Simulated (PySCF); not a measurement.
Species: CH2BNO2.
Numbering: `[N:1]#[C:2][B:3]([OH:4])[OH:5]` (hydrogens: H6 on O4; H7 on O5)

Theory: EOM-IP-CCSD/aug-cc-pVDZ in PySCF, restricted Hartree–Fock reference, frozen core, non-relativistic, gas phase, PBE0-D3(BJ)/def2-SVP geometry.

Hartree–Fock orbital energies give these Koopmans values (eV): HOMO 12.88, HOMO-1 12.92, HOMO-2 14.87, HOMO-3 15.13, HOMO-4 15.73, HOMO-5 16.90, HOMO-6 17.84, HOMO-7 19.32.

Q: What vertical ionisation energies does EOM-IP-CCSD give?

A: 
| leading hole (HF orbital) | Koopmans (eV) | EOM-IP-CCSD (eV) | change (eV) | one-hole share |
| --- | --- | --- | --- | --- |
| HOMO | 12.88 | 12.88 | 0.00 | 0.96 |
| HOMO-1 | 12.92 | 12.89 | -0.03 | 0.96 |
| HOMO-3 | 15.13 | 12.94 | -2.19 | 0.93 |
| HOMO-2 | 14.87 | 13.16 | -1.71 | 0.94 |
| HOMO-4 | 15.73 | 13.82 | -1.91 | 0.95 |
| HOMO-5 | 16.90 | 15.34 | -1.56 | 0.94 |
| HOMO-6 | 17.84 | 15.90 | -1.94 | 0.94 |
| HOMO-7 | 19.32 | 17.28 | -2.04 | 0.93 |

Q: Does the order of the lines follow the orbital energies?

A: No: the HOMO-3 hole (12.94 eV) falls below the HOMO-2 hole (13.16 eV). The corrections run from -2.19 to 0.00 eV, with a mean of -1.42 eV over the 8 lines; no line lies above its Koopmans value. Koopmans values leave out both the relaxation of the orbitals and the change in correlation energy.

Q: At what kinetic energies would He II light (40.81 eV) eject these electrons?

A: 27.93 eV (HOMO), 27.92 eV (HOMO-1), 27.87 eV (HOMO-3), 27.65 eV (HOMO-2), 26.99 eV (HOMO-4), 25.47 eV (HOMO-5), 24.91 eV (HOMO-6), 23.53 eV (HOMO-7).

Q: What total energy has the lowest final state, and which wavelength reaches it?

A: E(CCSD) + ionisation energy = -268.82347 + 0.47346 = -268.35001 Eh, at the geometry of the initial state. The threshold wavelength is 1239.84 eV nm/12.88 eV = 96.3 nm.

Lines less than 0.15 eV apart could change places at a higher level. One root was sought for each valence orbital with −ε under 21 eV, eight at most, so deeper holes and satellites are missing; no vibrational structure.

The values belong to the conformer `[N:1]#[C:2][B:3]([OH:4])[OH:5]`: H–O4–B3–C2 180°, H–O5–B3–C2 180°.
